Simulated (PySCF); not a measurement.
Compound: C2H9N2Si (doublet state).
SMILES with atom numbers: `[CH2:1][NH:2][SiH2:3][NH:4][CH3:5]` (hydrogens: H6, H7 on C1; H8 on N2; H9, H10 on Si3; H11 on N4; H12, H13, H14 on C5)

Geometry (GFN2-xTB, Å), atoms numbered from 1 in this order:
```
atom  x, y, z in Å
C1    -2.8591    0.1707    0.1003
N2    -1.5289    0.4918    0.0501
Si3   -0.2384   -0.5524   -0.4293
N4     1.1449    0.4304   -0.1500
C5     2.4696   -0.0023   -0.5155
H6    -3.1186   -0.8657    0.0510
H7    -3.5605    0.8901    0.4718
H8    -1.3544    1.4842    0.1009
H9    -0.2056   -0.8896   -1.8601
H10   -0.3721   -1.7882    0.3600
H11    1.1644    0.9801    0.6968
H12    2.9187   -0.6687    0.2301
H13    3.1261    0.8606   -0.6455
H14    2.4132   -0.5415   -1.4577
```

The hyperfine couplings belong to this conformer and change with its torsions.

Level of theory: UKS B3LYP, pcH-1 on C H N Si, non-relativistic, mean-field spin-orbit, GIAO (PySCF). The structure is a single GFN2-xTB conformer in the gas phase; no vibrational or solvent corrections. A GFN2-xTB geometry isn't a minimum of the functional, and hyperfine couplings can be far from their values at a DFT geometry. No stability test was run, so a lower SCF solution isn't excluded.

Problem. What is the g tensor, term by term?

Solution. 
| Δg (ppm) | 1 | 2 | 3 |
| --- | --- | --- | --- |
| relativistic mass correction | -163 | -163 | -163 |
| gauge correction | 2 | 36 | 29 |
| orbital Zeeman/spin–orbit | 9 | 790 | 1195 |
| total | -152 | 664 | 1061 |

So g = 2.00217, 2.00298, 2.00338 and g_iso = 2.00284; the tensor is rhombic: the two nearest values differ by 33 % of g3 − g1. Axes: g2 points within 11° of the C1–N2 bond.

Problem. What are the electron Larmor frequencies g μB B/h along the three axes at 340 mT?

Solution. 9.5278, 9.5316, 9.5335 GHz for g1, g2 and g3, a range of 5.8 MHz.

Problem. How much does each term add to the isotropic shift?

Solution. The orbital-Zeeman/spin–orbit term 665, the mass correction -163 and the gauge correction 22 ppm, for a total of 524 ppm. The orbital-Zeeman/spin–orbit term is the largest in size. The mass correction is the same along every axis, so the anisotropy comes from the other two: their spans along these axes are 34 (gauge) and 1186 ppm (orbital Zeeman/spin–orbit).

Problem. At 9.443 GHz, how far is the centre of the isotropic spectrum from where a free electron (g = 2.002319) resonates?

Solution. B = hν/(g μB) with μB/h = 13.99624 MHz/mT gives 336.95 mT for the free electron and 336.86 mT at g_iso, 0.09 mT lower.

Problem. In a frozen sample, at which fields do the three g values resonate at 9.5, 34, 94 and 263 GHz (hyperfine left aside), and which band first spreads them over more than twice a line width of 0.5 mT?

Solution. 
```json
{"band": "X", "GHz": "9.5", "B(g3) mT": "338.80", "B(g2) mT": "338.87", "B(g1) mT": "339.01", "spread mT": "0.21"}
{"band": "Q", "GHz": "34.0", "B(g3) mT": "1212.56", "B(g2) mT": "1212.80", "B(g1) mT": "1213.30", "spread mT": "0.73"}
{"band": "W", "GHz": "94.0", "B(g3) mT": "3352.38", "B(g2) mT": "3353.04", "B(g1) mT": "3354.41", "spread mT": "2.03"}
{"band": "J", "GHz": "263.0", "B(g3) mT": "9379.52", "B(g2) mT": "9381.38", "B(g1) mT": "9385.20", "spread mT": "5.68"}
```

The spread grows in proportion to the frequency. W band is the first where it exceeds 1.0 mT.

The largest Mulliken spin populations are on C1 (+0.89) and N2 (+0.15). The angles at C1 add up to 357.4°, so it is nearly planar; its axial dipolar tensor and the negative couplings of its protons fit spin in a p orbital normal to that plane.

The HOMO–LUMO gaps are 4.37 eV among the α and 6.24 eV among the β orbitals.

Time: 31 s wall (grids of density and orbitals included); peak memory 0.76 GiB. Hardware: an Arm Neoverse V2 with one thread (shared host).
